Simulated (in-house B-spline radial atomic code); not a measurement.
**Ionising Ti²⁺ with different functionals**

Computed with an all-electron radial atomic-structure program (B-spline basis): scalar-relativistic (spin-free X2C) Hamiltonian, Fermi nucleus of rms radius 3.5921 fm, spin-polarised at highest spin, spherical fractional occupations for the functionals, and exact exchange of hybrids averaged over the configuration. The ionisation energy is the difference of two self-consistent energies, [Ar] 3d2 → [Ar] 3d1, without Breit or QED terms; ε is the level of the shell that loses the electron (its least bound occupied spin orbital).

```csv
method,rung,ΔSCF (eV),-ε(3d) (eV)
PBE0,global hybrid,?,?
B3LYP,global hybrid,27.57,22.01
TPSSh,global hybrid,27.33,20.98
BHandHLYP,global hybrid,27.24,24.16
r2SCAN0,global hybrid,27.25,22.21
B97-1,global hybrid,27.27,21.78
HSE06,range-separated hybrid,27.42,21.89
wB97X,range-separated hybrid,27.10,24.61
CAM-B3LYP,range-separated hybrid,?,?
LC-wPBE,range-separated hybrid,27.54,25.27
```

(1) What does PBE0 give?

(2) What does CAM-B3LYP give?

(3) Among the functionals, which spreads more, the ΔSCF values or the orbital energies?

(4) How do they compare with the NIST value?

Results:

(1) ΔSCF 27.43 eV, and -ε(3d) = 22.31 eV.

(2) ΔSCF 27.55 eV, and -ε(3d) = 23.89 eV.

(3) The orbital energies: ΔSCF values span about 0.46 eV and the orbital energies 4.29 eV; here energy differences depend much less on the functional than eigenvalues do.

(4) NIST lists 27.492 eV (measured, ground level to ground level). Errors run from -0.39 to +0.07 eV; LC-wPBE is closest (+0.05 eV), but part of that can be cancellation, since the calculations leave out spin-orbit coupling, Breit-QED terms, multiplet and fine-structure energies.
